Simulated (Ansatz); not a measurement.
Consider the isomerisation: `NC[SiH2]F` → `N[SiH2]CF`.

Isolated molecules relaxed with PBE0-D4/def2-TZVP in Ansatz; ΔE leaves out vibrations. CCSD(T)/CBS adds triple-zeta CCSD(T) − MP2 to the extrapolated MP2 energy (def2 sets, frozen cores). DFT in def2-TZVPP. Each species was taken in one conformer, which may not be the lowest.

```tsv
level	ΔE (kJ/mol)
B97M-V	102.6
ωB97X-V	102.2
r2SCAN	102.0
SCS-MP2/def2-TZVPP	110.4
```

**Question.** What does CCSD(T)/CBS give? (Estimate.)

**Answer.** Ansatz gave: +108.9 kJ/mol. The listed levels differ from it by -6.3, -6.7, -6.9, 1.5 kJ/mol.

**Question.** What do rigid-rotor, harmonic-oscillator terms from PBE0-D4/def2-TZVP frequencies (298.15 K, 1 bar) make of the CCSD(T)/CBS value? (Best estimate.)

**Answer.** Computed: ΔZPE = -5.0 kJ/mol, ΔH = +105.0 kJ/mol, ΔS = 9 J/(mol·K), ΔG = +102.3 kJ/mol.

Largest T1 diagnostic among the species: 0.011.

From BLYP to BHLYP (50 % exact exchange), in def2-TZVPP and without D4, ΔE moves by +7.4 kJ/mol. Leaving LDA and LC-ωPBE aside and taking each functional with its dispersion term where it has one, the values, not all of them listed here, spread over 11.3 kJ/mol, from BLYP-D4 to PBE-QIDH.
